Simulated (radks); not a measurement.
Effect of the nuclear size on neutral indium, [Kr] 4d10 5s2 5p1. Method: Dirac Kohn-Sham, PBE, spin-unpolarised, spherical densities, finite nucleus; open shells are shared between the two j in proportion to 2j + 1; Fermi nuclear charge, rms radius 4.6156 fm; computed with a radial shooting solver on a logarithmic mesh with Libxc functionals. The rms radius is varied about that value; shifts are against it.

rms radius (fm) = 3.8171: total energy shift (eV) -1.15; density at nucleus (e/bohr^3) 1.797e+05; 1s1/2 shift (meV) -485; 2s1/2 shift (meV) -55.1; 4s1/2 shift (meV) -1.98; 4p1/2 shift (meV) 0.177; 5s1/2 shift (meV) -0.138
rms radius (fm) = 4.4725: total energy shift (eV) -0.221; density at nucleus (e/bohr^3) 1.756e+05; 1s1/2 shift (meV) -92.7; 2s1/2 shift (meV) -10.5; 4s1/2 shift (meV) -0.378; 4p1/2 shift (meV) 0.034; 5s1/2 shift (meV) -0.026
rms radius (fm) = 4.6156: total energy shift (eV) 0; density at nucleus (e/bohr^3) 1.748e+05; 1s1/2 shift (meV) 0.000; 2s1/2 shift (meV) 0.000; 4s1/2 shift (meV) 0.000; 4p1/2 shift (meV) 0.000; 5s1/2 shift (meV) 0.000
rms radius (fm) = 4.9987: total energy shift (eV) 0.620; density at nucleus (e/bohr^3) 1.727e+05; 1s1/2 shift (meV) 260; 2s1/2 shift (meV) 29.6; 4s1/2 shift (meV) 1.06; 4p1/2 shift (meV) -0.095; 5s1/2 shift (meV) 0.074
rms radius (fm) = 5.5849: total energy shift (eV) 1.65; density at nucleus (e/bohr^3) 1.699e+05; 1s1/2 shift (meV) 693; 2s1/2 shift (meV) 78.6; 4s1/2 shift (meV) 2.83; 4p1/2 shift (meV) -0.252; 5s1/2 shift (meV) 0.197

Slopes of the eigenvalues against <r^2> in GHz/fm^2, as finite differences over the two radii next to the reference (eigenvalue slopes, not the field-shift constants of lines): 1s1/2 17100, 2s1/2 1940, 4s1/2 69.9, 4p1/2 -6.24, 5s1/2 4.87.
